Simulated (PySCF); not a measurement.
Compound: C4H5BCl2.
Numbering: `[CH2:1]=[CH:2]/[CH:3]=[CH:4]/[B:5]([Cl:6])[Cl:7]` (hydrogens: H8, H9 on C1; H10 on C2; H11 on C3; H12 on C4)

Structure used (PBE0-D3(BJ)/def2-SVP), in Å, numbered top down from 1:
```xyz
12
C4H5BCl2 angstrom
C     -2.279   -1.051    0.157
C     -1.430   -0.028   -0.025
C      0.010   -0.173    0.030
C      0.897    0.836   -0.141
B      2.417    0.648   -0.072
Cl     3.487    2.025   -0.289
Cl     3.151   -0.926    0.221
H     -3.362   -0.913    0.112
H     -1.911   -2.062    0.357
H     -1.821    0.976   -0.225
H      0.393   -1.184    0.224
H      0.503    1.841   -0.334
```

Computed at PBE0/pcSseg-1 (PySCF, non-relativistic), with Q(11B) = 0.04059 b, Q(35Cl) = −0.0817 b: B5, 11B (I = 3/2): χzz = 3.108 MHz, η = 0.831; Cl6, 35Cl (I = 3/2): χzz = -41.67 MHz, η = 0.616; Cl7, 35Cl (I = 3/2): χzz = -42.41 MHz, η = 0.506.

Question: Find the zero-field quadrupole resonance frequencies of 11B at B5.

Answer: From ν = (|χ|/2)√(1 + η²/3): ν = 1.724 MHz (three-coordinate boron).

Question: Find the zero-field quadrupole resonance frequencies of 35Cl at Cl6.

Answer: From ν = (|χ|/2)√(1 + η²/3): ν = 22.11 MHz (chlorine bonded to B). For 37Cl the ratio of quadrupole moments, 0.7881, gives 17.43 MHz.

Question: Where would the pure quadrupole (NQR) lines of 35Cl at Cl7 fall for the rigid, isolated species?

Answer: From ν = (|χ|/2)√(1 + η²/3): ν = 22.09 MHz (chlorine bonded to B). For 37Cl the ratio of quadrupole moments, 0.7881, gives 17.41 MHz.

In a crystal, neighbours and librations shift these lines. The small basis limits the accuracy of the gradients.

These values come from a run that also computed NMR shieldings. On one thread of an Arm Neoverse V2, on a shared host, this took 14 s wall and 0.93 GiB of memory at its peak.

One conformer stands for the species.
